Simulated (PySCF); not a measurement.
## Ni⁺ (nickel, charge +1) across methods

[Ar] 3d8 4p1, one real determinant (an excited configuration). Computed with PySCF 2.14 in dyall-av2z (16s12p7d2f, 101 functions), with the non-relativistic Hamiltonian (point nucleus).

```
 method  E (hartree)  mean ε 3d α (eV)  mean ε 3d β (eV)  mean ε 4p α (eV)  Σ⟨r²⟩ (bohr²)   ⟨S²⟩
    UHF  -1506.41211           -30.876           -28.225           -10.875          29.22  3.752
r2SCAN0    -1507.724           -23.559           -21.651            -9.662          28.03  3.751
   MN15    -1508.187           -24.506           -22.433            -9.875          28.49  3.751
 r2SCAN    -1507.752           -20.862           -19.146            -9.119          27.91  3.751
    LDA    -1505.068           -20.889           -18.959            -9.038          27.93  3.750
   BP86    -1507.983           -20.649           -18.982            -9.109          27.96  3.750
 PBEsol    -1506.229           -20.578           -18.717            -8.976          28.01  3.750
    PBE    -1507.510           -20.571           -18.819            -9.015          28.14  3.750
   PBE0    -1507.536           -23.301           -21.355            -9.597          28.20  3.751
```

⟨L²⟩ = 14.02 against 20 for a pure G term, so this real determinant mixes terms.
